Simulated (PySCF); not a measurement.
# Ru²⁺: excitation energy

Ru²⁺ [Kr] 4d6 (5D) → Ru²⁺ [Kr] 4d5 5s1, s spin flipped, as a difference of total energies. Computed with PySCF 2.14 in aug-cc-pwCVDZ-PP with ECP28MDF (6s6p5d3f, 70 functions), with a scalar-relativistic core potential. Correlated levels: valence: 4s2 4p6 frozen. The calculations carry no spin-orbit coupling.

```csv
method,excitation energy (eV)
UHF,4.171
MP2 (valence),4.475
SCS-MP2 (valence),4.540
```

Task: How much does correlation contribute at MP2 (valence)?

Result: 4.475 − (4.171) = 0.304 eV, measured against UHF.

The upper determinant mixes two multiplicities, so it lies between the two terms.

The coupled-cluster amplitudes are large for the upper state (T1 above 0.03 or a double amplitude above 0.15), so a single reference is strained.
